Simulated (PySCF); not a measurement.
Cl$_{4}$Sn, charge -1, doublet, at a GFN2-xTB geometry (such geometries of metal compounds can be far from the true shape) (a state made from the parent by changing its charge; the spin is typed, not shown lowest) (all electrons, no relativity) (a gas-phase anion, which may not be bound at this level), with bond 5-2 at 1.8 times its length; CASSCF(3,4)/STO-3G in PySCF.

PySCF was given this input:
```python
from pyscf import gto, scf, mcscf
import numpy

mol = gto.M(
    atom='''
Cl   -1.939436   -0.962091   -1.311929
Sn   -0.000000   -0.000000    0.000000
Cl   -0.395453    2.467644    0.403163
Cl    2.142278   -0.307791   -1.313049
Cl    0.346700   -2.155970    3.999265
''',
    basis='sto-3g',
    charge=-1,
    spin=1,
    verbose=4,
)

mf = scf.ROHF(mol)
mf.kernel()
mc = mcscf.CASSCF(mf, 4, 3)
mc.fix_spin_(ss=0.75)
mc.kernel()
occ = numpy.linalg.eigvalsh(mc.fcisolver.make_rdm1(mc.ci, mc.ncas, mc.nelecas))[::-1]
ss = mc.fcisolver.spin_square(mc.ci, mc.ncas, mc.nelecas)[0]
print('natural occupations', occ.round(4), ' <S^2>', round(ss, 4))
```

Problem. Predict the main parts of the log of this PySCF run.

Solution. 
```
PySCF version 2.14.0

[INPUT] verbose = 4
[INPUT] num. atoms = 5
[INPUT] num. electrons = 119
[INPUT] charge = -1
[INPUT] spin (= nelec alpha-beta = 2S) = 1
[INPUT] symmetry False subgroup None
[INPUT] Mole.unit = angstrom
[INPUT] Symbol           X                Y                Z      unit          X                Y                Z       unit  Magmom
[...]
nuclear repulsion = 820.463030252722
number of shells = 31
number of NR pGTOs = 189
number of NR cGTOs = 63
basis = sto-3g
ecp = {}

******** <class 'pyscf.scf.rohf.ROHF'> ********
method = ROHF
initial guess = minao
damping factor = 0
level_shift factor = 0
DIIS = <class 'pyscf.scf.diis.CDIIS'>
diis_start_cycle = 1
diis_space = 8
diis_damp = 0
SCF conv_tol = 1e-09
SCF conv_tol_grad = None
SCF max_cycles = 50
direct_scf = True
direct_scf_tol = 1e-13
num. doubly occ = 59  num. singly occ = 1
Set gradient conv threshold to 3.16228e-05
init E= -7762.70297198596
[...]
cycle= 1 E= -7781.67443799577  delta_E=  -19  |g|= 0.206  |ddm|=  1.9
[...]
cycle= 2 E= -7781.71196563716  delta_E= -0.0375  |g|=  0.1  |ddm|= 1.86
[...]
cycle= 3 E= -7781.69173025392  delta_E= 0.0202  |g|= 0.0839  |ddm|= 1.84
[...]
cycle= 4 E= -7781.69760136746  delta_E= -0.00587  |g|= 0.0512  |ddm|= 0.135
[...]
cycle= 5 E= -7781.71021384325  delta_E= -0.0126  |g|= 0.0966  |ddm|=  1.8
[...]
cycle= 6 E= -7781.69931331809  delta_E= 0.0109  |g|= 0.0435  |ddm|=  1.8
[...]
cycle= 7 E= -7781.70895710536  delta_E= -0.00964  |g|=  0.1  |ddm|=  1.8
[...]
cycle= 8 E= -7781.70932549065  delta_E= -0.000368  |g|= 0.0982  |ddm|= 0.00847
[...]
cycle= 9 E= -7781.69747910856  delta_E= 0.0118  |g|= 0.0559  |ddm|=  1.8
[...]
cycle= 10 E= -7781.69695497304  delta_E= 0.000524  |g|= 0.0591  |ddm|= 0.0174
[...]
cycle= 11 E= -7781.69724702216  delta_E= -0.000292  |g|= 0.0574  |ddm|= 0.00853
[...]
cycle= 12 E= -7781.69756580165  delta_E= -0.000319  |g|= 0.0555  |ddm|= 0.00982
[...]
cycle= 13 E= -7781.69826895805  delta_E= -0.000703  |g|= 0.0509  |ddm|= 0.0225
[...]
cycle= 14 E= -7781.69819960955  delta_E= 6.93e-05  |g|= 0.0513  |ddm|= 0.00448
[...]
cycle= 15 E= -7781.69828052719  delta_E= -8.09e-05  |g|= 0.0508  |ddm|= 0.0157
[...]
cycle= 16 E= -7781.70856127127  delta_E= -0.0103  |g|= 0.101  |ddm|=  1.8
[...]
cycle= 17 E= -7781.70835057796  delta_E= 0.000211  |g|= 0.102  |ddm|= 0.0633
[...]
cycle= 18 E= -7781.70729393417  delta_E= 0.00106  |g|= 0.0896  |ddm|= 0.597
[...]
cycle= 19 E= -7781.71104820765  delta_E= -0.00375  |g|= 0.0753  |ddm|= 0.148
[...]
[...]
SCF not converged.
CASCI E = -7781.72452387137  S^2 = 0.7500000
[...]
               |grad[o]|=0.0405  |grad[c]|=0.00473  |ddm|=0.0261  |maxRot[o]|=0.312
macro iter   2 ( 21 JK    4 micro), CASSCF E = -7781.72819756686  dE = -1.81510507e-03  S^2 = 0.7500000
               |grad[o]|= 0.03  |grad[c]|=0.00301  |ddm|=0.00634  |maxRot[o]|=0.314
macro iter   3 ( 21 JK    4 micro), CASSCF E = -7781.73009500111  dE = -1.89743424e-03  S^2 = 0.7500000
               |grad[o]|=0.0231  |grad[c]|=0.00283  |ddm|=0.00984  |maxRot[o]|=0.314
macro iter   4 ( 21 JK    4 micro), CASSCF E = -7781.73139481787  dE = -1.29981677e-03  S^2 = 0.7500000
               |grad[o]|=0.016  |grad[c]|=0.00257  |ddm|=0.0739  |maxRot[o]|=0.269
macro iter   5 ( 21 JK    4 micro), CASSCF E = -7781.73229871092  dE = -9.03893046e-04  S^2 = 0.7500000
               |grad[o]|=0.0109  |grad[c]|=0.00224  |ddm|=0.194  |maxRot[o]|=0.315
macro iter   6 ( 21 JK    4 micro), CASSCF E = -7781.73326170617  dE = -9.62995250e-04  S^2 = 0.7500000
               |grad[o]|=0.00857  |grad[c]|=0.00306  |ddm|=0.224  |maxRot[o]|=0.315
macro iter   7 ( 21 JK    4 micro), CASSCF E = -7781.73368137215  dE = -4.19665979e-04  S^2 = 0.7500000
               |grad[o]|=0.00585  |grad[c]|=0.00406  |ddm|=0.258  |maxRot[o]|=0.159
macro iter   8 ( 17 JK    4 micro), CASSCF E = -7781.73408222801  dE = -4.00855861e-04  S^2 = 0.7500000
               |grad[o]|=0.00463  |grad[c]|=0.0056  |ddm|=0.308  |maxRot[o]|=0.228
macro iter   9 ( 12 JK    3 micro), CASSCF E = -7781.73420189736  dE = -1.19669349e-04  S^2 = 0.7500000
               |grad[o]|=0.00306  |grad[c]|=0.00108  |ddm|=0.0723  |maxRot[o]|=0.149
macro iter  10 ( 10 JK    3 micro), CASSCF E = -7781.73421400919  dE = -1.21118337e-05  S^2 = 0.7500000
               |grad[o]|=0.00137  |grad[c]|=8.54e-05  |ddm|=0.000943  |maxRot[o]|=0.0442
macro iter  11 (  8 JK    3 micro), CASSCF E = -7781.73421491247  dE = -9.03281034e-07  S^2 = 0.7500000
               |grad[o]|=0.000441  |grad[c]|=4.3e-05  |ddm|=0.00306  |maxRot[o]|=0.00393
macro iter  12 (  1 JK    1 micro), CASSCF E = -7781.73421491366  dE = -1.19052856e-09  S^2 = 0.7500000
               |grad[o]|=2.76e-05  |grad[c]|=1.83e-05  |ddm|=6.74e-05  |maxRot[o]|=    0
1-step CASSCF converged in  12 macro (195 JK  42 micro) steps
CASSCF canonicalization
Density matrix diagonal elements [1.9418077  1.00436102 0.03214004 0.02169123]
CASSCF energy = -7781.73421491366
CASCI E = -7781.73421491366  E(CI) = -1.17989257835234  S^2 = 0.7500000
natural occupations [1.9569 0.9997 0.0217 0.0217]  <S^2> 0.75
```

The run did not converge; its last values are not results.
